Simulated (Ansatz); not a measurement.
Mulliken charges of ClFH2OSTi (`[OH][Ti]([F])([SH])[Cl]`) from r2SCAN/def2-TZVPP in Ansatz (PBE0-D4/def2-TZVP geometry).

| atom | x (Å) | y (Å) | z (Å) | charge (e) |
| --- | --- | --- | --- | --- |
| O1 | -1.718 | 0.173 | -0.007 | -0.468 |
| Ti2 | -0.015 | -0.105 | 0.294 | 0.969 |
| F3 | 0.387 | -1.802 | 0.415 | -0.351 |
| S4 | 1.035 | 0.771 | -1.525 | -0.236 |
| Cl5 | 0.659 | 0.908 | 2.123 | -0.243 |
| H6 | -2.568 | -0.227 | -0.193 | 0.218 |
| H7 | 2.220 | 0.282 | -1.107 | 0.112 |

Question: By hand: the dipole of these point charges (1 e Å = 4.8032 D).

Answer: Σ q r = (-0.062, 0.029, -0.180) e Å, of length 0.193 e Å = 0.93 D.

Question: How does the dipole of the full density compare? (Estimate.)

Answer: Ansatz gave: (-0.366, -0.157, -0.174) e Å, 2.09 D; the point charges give 0.44 times that, at 54° from its direction.

Point charges leave out the atoms' own dipoles, such as those of lone pairs, and Mulliken's split depends on the basis, so the two needn't agree.
